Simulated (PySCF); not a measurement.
Polarisability and C₆ of Os (osmium, neutral)

[Xe] 4f14 5d5 6s2 6p1, high-spin 7P determinant (an excited configuration). All numbers are calculated (PySCF 2.14, the spin-free X2C one-electron Hamiltonian (Gaussian nucleus), in ANO-RCC-VTZP). Coupled (time-dependent) response in atomic units; α is the mean over directions. The basis has no added diffuse functions, which lowers α and C₆.

```
method  mean α (bohr³)         α xx, yy, zz  C₆ (like pair)  S(−4)
 B97-3           42.84  40.51, 47.50, 40.50           446.0  821.1
```

S(−4) is the Cauchy moment in α(ω) = α(0) + S(−4) ω² + …

Spin-orbit coupling is absent.

α(iu) at B97-3:

| u (hartree) | α(iu) (bohr³) |
| --- | --- |
| 0 | 42.84 |
| 0.0500 | 40.98 |
| 0.100 | 36.91 |
| 0.200 | 28.37 |
| 0.300 | 21.66 |
| 0.500 | 13.58 |
| 0.750 | 8.858 |
| 1.00 | 6.489 |
| 1.50 | 4.118 |
| 2.00 | 2.904 |
| 3.00 | 1.684 |
| 5.00 | 0.7898 |

A single London oscillator, α(iu) = α/(1 + u²/ω²), gives C₆ = (3/4) ω α². Matching the computed C₆ needs ω = 4 × 446.0 / (3 × 42.84²) = 0.324 hartree.

The components differ because the open shell of this determinant is not spherical; for a pure term their mean is the scalar polarisability.

⟨L²⟩ = 4.09 against 2 for a pure P term, so this real determinant mixes terms. Spin-orbit coupling, absent here, splits the open shell strongly. The s, p, d and f populations moved away from the nominal configuration during the SCF.
